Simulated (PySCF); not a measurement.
Computed Raman spectrum (relative Raman activity) of a molecule C₃H₅NO₂. Geometry: ωB97X-D3(BJ)/def2-SVP. Other conformers were not sampled. All values below come from ωB97X-D3(BJ)/def2-SVP run with PySCF. Frequencies are harmonic and unscaled.

```csv
ν (cm⁻¹),relative intensity
890,4.2
1000,2.9
1041,2.9
1265,2.4
1281,2.6
1329,6.2
1417,5.8
1459,2.6
1486,14
1516,5.8
1810,8.0
3020,37
3039,100
3157,73
3192,59
3204,82
```

Question: Identify the compound among the candidates.
A. C1=NCOCO1
B. O=C/N=C/CO
C. OCC1=NCO1
D. COC1=NCO1

Answer: A, C1=NCOCO1
